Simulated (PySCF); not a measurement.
# Do core-level shifts follow atomic charges?

Compound: C4H10OSi.
Atom-mapped SMILES: `[CH2:1]=[CH:2][CH2:3][CH2:4][SiH2:5][OH:6]`

Structure used (PBE0-D3(BJ)/def2-SVP), in Å, numbered top down from 1:
```
atom  x, y, z in Å
C1     2.9872   -0.1046   -0.0851
C2     1.8316   -0.7404   -0.2809
C3     0.5410   -0.0863   -0.6651
C4    -0.5484   -0.2543    0.4008
Si5   -2.1974    0.5124   -0.0749
O6    -3.3716    0.2485    1.0808
H7     3.8934   -0.6404    0.2093
H8     3.0708    0.9797   -0.2158
H9     1.7905   -1.8280   -0.1333
H10    0.7191    0.9847   -0.8615
H11    0.1864   -0.5203   -1.6184
H12   -0.2074    0.1935    1.3515
H13   -0.7185   -1.3243    0.6158
H14   -2.7149   -0.1163   -1.3237
H15   -1.9967    1.9807   -0.3123
H16   -3.2623    0.6980    1.9229
```

Binding energies: PySCF, delta-SCF UKS SCAN, pcX-2 on the ionised atom, pcseg-1 elsewhere, spin-free X2C. Charges: PBE0/pcSseg-1 ground-state density, for the ionised atom.

```
atom                  environment  C 1s (eV)  Mulliken (e)  IAO (e)  Hirshfeld (e)  ESP (e)
  C1         terminal =CH2 carbon     290.09        -0.173   -0.322         -0.109   -0.536
  C4  sp3 carbon bound to silicon     290.12        -0.562   -0.565         -0.163   -0.325
  C2             alkene CH carbon     290.50        -0.220   -0.123         -0.036   -0.115
  C3               allylic carbon     290.86        -0.214   -0.246         -0.064   +0.119
```

Question: How well does each charge scheme correlate with the binding energies over these sites?

Answer: ESP: r = 0.96, slope 1.2 eV per e; Hirshfeld: r = 0.72, slope 4.7 eV per e; IAO: r = 0.60, slope 1.2 eV per e; Mulliken: r = 0.41, slope 0.8 eV per e. ESP charges have the highest r, on only 4 points.

Question: The point-charge model writes a binding energy as kq + V + constant, with V the potential of the other atoms' charges at the site. What does it give with the IAO charges?

Answer: V = Σ 14.40 eV Å × q/r over all other atoms: +3.17 eV at C1, +6.74 eV at C4, -0.68 eV at C2, +1.50 eV at C3. Fitting binding energy − V to q gives k = 17.9 eV per e and leaves an rms residual of 0.40 eV, against 0.25 eV for the fit on q alone. The model has no term for differences in relaxation between sites.

Geometry: PBE0-D3(BJ)/def2-SVP, one conformer, isolated molecule.
